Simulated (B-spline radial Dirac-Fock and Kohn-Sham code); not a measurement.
# Ionisation energies of platinum ions, computed and tabulated

Level of theory: relaxed Dirac-Fock hole states (ΔSCF) with Breit and QED corrections and a finite nucleus; an atomic code on a B-spline grid. Each value is the difference of the configuration-average energies of two neighbouring ions in their tabulated ground configurations. Correlation and solid-state effects are left out. NIST's values refer to the lowest levels; many for high charge states are themselves semi-empirical or theoretical. Where a p, d or f shell is open in either ion the computed value averages over both j values and all terms, while the table refers to the lowest levels; that difference holds spin-orbit splitting (largest in heavy or highly charged ions), term energies where several electrons share open shells, and correlation, and it can reach 10 % or more.

| ion | configuration | computed (eV) | NIST (eV) | kind | NIST − computed (eV) |
| --- | --- | --- | --- | --- | --- |
| Pt⁶⁸⁺ | [He] 2s2 2p6 | 18130.1 | 17540 ± 50 | theoretical | -590.14 |
| Pt⁶⁹⁺ | [He] 2s2 2p5 | 18503.9 | 17890 ± 50 | theoretical | -613.92 |
| Pt⁷⁰⁺ | [He] 2s2 2p4 | 18881.1 | 18280 ± 60 | theoretical | -601.15 |
| Pt⁷¹⁺ | [He] 2s2 2p3 | 19261.8 | 18630 ± 60 | theoretical | -631.81 |
| Pt⁷²⁺ | [He] 2s2 2p2 | 19645.9 | 20840 ± 70 | theoretical | +1194.07 |
| Pt⁷³⁺ | [He] 2s2 2p1 | 20033.5 | 21280 ± 90 | theoretical | +1246.50 |
| Pt⁷⁶⁺ | 1s2 | 88950.0 | 88955.1 ± 0.3 | theoretical | +5.15 |
| Pt⁷⁷⁺ | 1s1 | 90659.5 | 90659.84 ± 0.17 | theoretical | +0.32 |
